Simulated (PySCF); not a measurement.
# Peak assignment

Geometry:
```csv
atom,x (Å),y (Å),z (Å)
O1,0.586,-1.570,1.693
C2,0.762,-0.639,0.666
C3,-0.563,-0.062,0.181
C4,-0.413,0.931,-0.938
F5,-1.600,1.378,-1.356
F6,0.306,1.997,-0.560
F7,0.209,0.391,-1.994
H8,0.264,-1.106,2.472
H9,1.440,0.187,0.956
H10,1.249,-1.170,-0.166
H11,-1.219,-0.872,-0.168
H12,-1.085,0.454,1.003
```

- shieldings: GIAO KT2/pcSseg-2
- geometry from PBE0-D3(BJ)/def2-SVP
- J: B3LYP/pcJ-1 (spin–dipole term only in couplings to heteroatoms)
- program: PySCF 2.14
- one computed conformer, relativity neglected, rapidly exchanging positions averaged, no solvent model

Scale: TMS for ¹³C (182.28 ppm), ¹H (31.18 ppm) (reference shieldings calculated alike).

Task: Assign these signals to the numbered atoms. ¹³C{¹H} NMR (computed): δ 134.7 (C, q, J = 342.9 Hz), 62.8 (CH2, q, J = 2.9 Hz), 43.3 (CH2, q, J = 28.8 Hz).

Result: 
134.7 → C4, CF3 carbon: 3 electronegative neighbours deshield it
62.8 → C2, sp3 CH2 bonded to O: pulled downfield by the heteroatom
43.3 → C3, sp3 CH2: aliphatic region, no heteroatom directly attached

Task: Assign these signals to the numbered atoms. ¹H NMR (600 MHz, computed): δ 3.90 (t, J = 8.3 Hz, 2H), 2.12 (qt, J = 10.1, 8.3 Hz, 2H), -0.33 (br s, 1H).

Result: 
3.90 → H9/H10, hydrogen on an sp3 CH2 bonded to O: its carbon carries O, hence the downfield position
2.12 → H11/H12, hydrogen on an sp3 CH2
-0.33 → H8, hydrogen on an alcohol oxygen: exchangeable, gas-phase position

OH/NH shifts are gas-phase values; hydrogen bonding in solution moves them, usually downfield. Common functionals overestimate the size of one-bond C–F couplings by tens of Hz; these are unscaled. Splittings below 1 Hz are ignored in the labels, and close J values are merged. Unscaled 3J(H,H) at this level run about 10 % above measured values. Shifts are as computed. Against solution values, carbons near 30 ppm lie about +3 ppm off and those near 130 ppm about -1 ppm. Of 1211 compounds with measured shifts, 218 miss one by over three times the rms of a fit or turn the order of signals round; such compounds aren't used in these exercises. Couplings to exchangeable protons are dropped. Chain 3J(H,H) values assume equally populated staggered rotamers: (2 J gauche + J anti)/3.
